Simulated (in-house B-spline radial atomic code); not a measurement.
The zinc ion Zn⁴⁺: [Ar] 3d8

Computed with an all-electron radial atomic-structure program (B-spline basis): non-relativistic BP86, spin-polarised, spherical fractional occupations, point nucleus.

Z_r = [3n² - l(l+1)]/(2<r>); Z_e = n√(-2ε); the last column is Slater's effective charge. Values are occupation-weighted means over spin.

```tsv
shell	electrons	ε (eV)	<r> (bohr)	Z_r	Z_e	Slater
1s	2	-9475.4	0.0511	29.35	26.39	29.70
2s	2	-1200.7	0.2298	26.12	18.79	25.85
2p	6	-1066.3	0.1997	25.04	17.71	25.85
3s	2	-190.34	0.682	19.79	11.22	18.75
3p	6	-147.32	0.7012	17.83	9.87	18.75
3d	8	-74.054	0.7686	13.66	7.00	9.55
```

The least bound orbital is 3d down at -72.49 eV, and it is also the most diffuse (<r> = 0.7739 bohr).

The density falls to 0.001 bohr⁻³ at 2.39 bohr; Σ<r²> = 10.86 bohr² gives, by the non-relativistic formula and without the paramagnetism of open shells, a Langevin diamagnetic susceptibility of -8.601×10⁻⁶ cm³/mol.
